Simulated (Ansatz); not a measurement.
The cluster Cu3Ag4⁺, relaxed as a singlet with RKS r2SCAN-D4/def2-SVP in Ansatz, starting from the GFN1-xTB geometry. Force threshold 0.02 eV/Å.

In the def2 sets Ag takes a core potential; there is no spin–orbit coupling. The restricted singlet is unstable towards broken spin symmetry in Hartree–Fock (as tested in another run); at r2SCAN-D4/def2-SVP this wasn't settled. The relaxation made no stability test and no search for a lower SCF solution. No other spin state of charge 1 was run. Another isomer (singlet) lies 0.19 eV lower at PBE0-D4/def2-TZVP; other spin states weren't run for this one.

Start:

Cartesian coordinates in Å:
```
Ag -1.1105 -2.2282 -0.9849
Ag 1.7683 1.3749 -1.2620
Ag 0.4789 2.3725 1.0022
Ag -0.1514 -0.1481 -2.6000
Cu -0.0277 -0.0217 -0.0266
Cu -1.0422 -1.6116 1.4920
Cu 0.0844 0.2623 2.3792
```

```csv
step,energy (eV),largest force component (eV/Å),SCF passes
1,-149903.3431,0.449,39
2,-149903.4355,0.262,24
3,-149903.4523,0.084,25
4,-149903.4801,0.069,31
5,-149903.4996,0.048,31
6,-149903.5120,0.050,32
7,-149903.5136,0.012,24
8,-149903.5139,0.010,24
```

Force components are those of the run's own axes.

End:

```xyz
7

Ag   -0.7482   -2.2926   -0.7548
Ag    1.3993    1.6531   -1.4036
Ag    0.6159    2.1512    1.1763
Ag   -0.0571   -0.3453   -2.5556
Cu    0.0208    0.0183   -0.0546
Cu   -1.5384   -1.1049    1.3101
Cu    0.3077   -0.0798    2.2822
```

By distances, no bond broke or formed. The bond that changes most is Ag3–Cu5, from 2.65 to 2.53 Å (atoms count from 1).

The force fell under the threshold at step 7, but the optimiser went on. No frequencies were taken in this run, so the end may be a saddle point.

Hardware: 4 threads of Arm Neoverse V1 on a shared host. Wall time 1.8 min.
